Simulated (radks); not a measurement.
K13+, configuration [He] 2s2 2p2 (the NIST ground configuration).

Calculated with a radial shooting solver on a logarithmic mesh with Libxc functionals: non-relativistic Kohn-Sham, PBE, spin-polarised, spherical densities, point nucleus; open shells are filled with parallel spins first.

Energy parts (eV):
part                      energy
total                 -13132.868
kinetic                13128.167
electron-nucleus      -27776.697
Hartree                 2046.926
exchange-correlation    -531.265

Orbitals (lengths in bohr, moments of r in powers of bohr; <r^-3> diverges for s and p1/2):
\begin{tabular}{lrrr}
orbital & occ. & eigenvalue (eV) & <r^-3> \\ \hline
1s up & 1 & -4076.807 & - \\
1s down & 1 & -4069.215 & - \\
2s up & 1 & -801.2412 & - \\
2s down & 1 & -786.6663 & - \\
2p up & 2 & -751.4238 & 195.4 \\
2p down & 0 & -734.3867 & 192.7 \\
\end{tabular}

The highest occupied level is 2p up at -751.42 eV. Summed over all electrons, <r^2> = 0.5442 bohr^2, which gives a Langevin (diamagnetic) susceptibility term of -0.431 x 10^-6 cm^3/mol. The spin density at the nucleus is -0.863 e/bohr^3 (1s -5.620, 2s 4.757), a Fermi contact field of -45.3 T. For comparison, the ionisation energy in NIST's Atomic Spectra Database is 786.3 eV (semi-empirical). In exact Kohn-Sham theory the highest level is minus the ionisation energy, but local and semilocal functionals leave it too shallow, through self-interaction and a potential that decays too fast; potentials with the right tail come closer.
